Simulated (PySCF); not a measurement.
An unknown is described by computed data only.

Formula: CH15NOSi5.

| Property | Result |
| --- | --- |
| 1H NMR | chemical shifts (computed TMS as zero) by class: 5.72 (1 H), 5.67 (1 H), 5.48 (1 H), 3.80 (1 H), 3.44 (3 H), 3.37 (1 H), 3.28 (1 H), 3.26 (1 H), 2.76 (3 H), 0.34 (1 H), -0.76 (1 H) ppm [GIAO PBE0/pcSseg-1] |
| Dipole | 1.85 D [PBE0/pcSseg-1] |
| 13C NMR | chemical shifts (computed TMS as zero) by class: 36.0 (1 C) ppm [GIAO PBE0/pcSseg-1] |
| NMR, other nuclei | isotropic shieldings of nuclei other than C and H, by class: 258 (1 N), 338 (1 O), 367 (1 Si), 388 (1 Si), 471 (1 Si), 475 (1 Si), 482 (1 Si) ppm [GIAO PBE0/pcSseg-1] |
| Rotational structure | rotational constants A, B, C: 1.528, 0.306, 0.288 GHz [GFN2-xTB] |

The electronic properties come from PySCF, for the isolated species, density fitting. Levels stand in brackets. One conformer (not necessarily the lowest) at the GFN2-xTB geometry, without solvent, vibrations or thermal averaging. NMR classes are plain means over equivalent atoms (diastereotopic ones count apart unless rotation or inversion swaps them), as if these changed places fast.

Problem. Give a SMILES that accounts for the data.

Solution. Numbering: `[CH3:1][NH:2][Si@H:3]([SiH3:4])[SiH2:5][SiH2:6][SiH2:7][OH:8]`. Its formula, CH15NOSi5, gives 0 degrees of unsaturation, so no ring and no π bond. The one carbon: N-methyl carbon [C1] (36.0 ppm). Hydrogen classes from least to most shielded: 1 H on an oxygen-bound silicon, Si7 (5.72 ppm), 1 H on an oxygen-bound silicon, Si7 (5.67 ppm), 1 H on an SiH silicon, Si3 (5.48 ppm), 1 H on an SiH2 silicon, Si5 (3.80 ppm), 3 H on an SiH3 silicon, Si4 (3.44 ppm), 1 H on an SiH2 silicon, Si5 (3.37 ppm), 1 H on an SiH2 silicon, Si6 (3.28 ppm), 1 H on an SiH2 silicon, Si6 (3.26 ppm), 3 H on an N-methyl carbon, C1 (2.76 ppm, a mean of values up to 0.5 ppm apart in this geometry), 1 H on a silanol oxygen, O8 (0.34 ppm), 1 H on a silicon-bound nitrogen, N2 (-0.76 ppm). The other shieldings belong to: 258 ppm, silicon-bound nitrogen [N2]; 338 ppm, silanol oxygen [O8]; 367 ppm, oxygen-bound silicon [Si7]; 388 ppm, SiH silicon [Si3]; 471 ppm, SiH3 silicon [Si4]; 475 ppm, SiH2 silicon [Si5]; 482 ppm, SiH2 silicon [Si6]. The optimised geometry has point group C1 and is an asymmetric top. Structure: `CN[Si@H]([SiH3])[SiH2][SiH2][SiH2]O`. Computed isomers that give other values at the same levels: `CN[SiH2][Si]([SiH3])([SiH3])[SiH2]O` (1H chemical shifts (computed TMS as zero) by class: 5.74 (2 H), 4.98 (2 H), 3.81 (6 H), 2.65 (3 H), 0.46 (1 H), -0.25 (1 H) ppm); `CO[SiH2][Si]([SiH3])([SiH3])[SiH2]N` (13C chemical shifts (computed TMS as zero) by class: 56.6 (1 C) ppm); `CN[SiH2][Si]([SiH3])([SiH3])O[SiH3]` (1H chemical shifts (computed TMS as zero) by class: 5.17 (2 H), 4.89 (3 H), 3.67 (6 H), 2.74 (3 H), -1.08 (1 H) ppm). The assignments are read from this structure; whether some other isomer fits the data as well wasn't checked. The mirror image fits equally.
